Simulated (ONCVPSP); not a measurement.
# Building the ONCV potential for Sc (Z = 21) (LDA (Perdew-Wang 92), scalar-relativistic).

scandium, optimised norm-conserving Vanderbilt (ONCV), made with ONCVPSP 4.0.1 (LDA (Perdew-Wang 92), scalar-relativistic). Core [Ne], reference 3s2 3p6 3d1 4s1.5 4p0.5. Waves: 3s+4s: rc 1.60 bohr, ncon 4, nbas 7, qcut 9.5 1/bohr, 2 projectors; 3p+4p: rc 2.15 bohr, ncon 4, nbas 8, qcut 7.1 1/bohr, 2 projectors; 3d: rc 1.45 bohr, ncon 4, nbas 8, qcut 7.4 1/bohr, 2 projectors, debl 1.7 Ha. Local part: polynomial inside 0.95 bohr (lpopt 5, dvloc0 0 Ha). Core correction: Teter function, fcfact 5.25, rcfact 1.3.

All-electron outer shells of the reference configuration (LDA (PZ), scalar-relativistic, ld1.x):

```
shell  level (eV)  outermost node (bohr)  outermost maximum (bohr)
   2s     -473.62                   0.10                      0.28
   2p     -388.69                      –                      0.23
   3s      -55.37                   0.42                      0.92
   3p      -34.22                   0.39                      0.97
   4s       -4.67                   1.33                      3.02
   3d       -4.01                      –                      1.10
   4p       -1.83                   1.49                      3.98
```

What the tests gave:

| Property | Result |
| --- | --- |
| Cutoffs needed | 43 Ha and 108 Ha (the cutoffs (Ha) at which the residual kinetic energy of the hardest occupied pseudo-wave falls to 1 and 0.1 mHa per electron) |
| Ghost test | no bound ghost flagged; no localised positive-energy state flagged |
| Configuration tests | 1 of 4 tests not solved or not reliable |
| rms error of d²Exc/dni dnj | 1.94 mHa without and 0.64 mHa with the model core |

Generation and tests took about 4.5 s on one core of a shared server CPU.
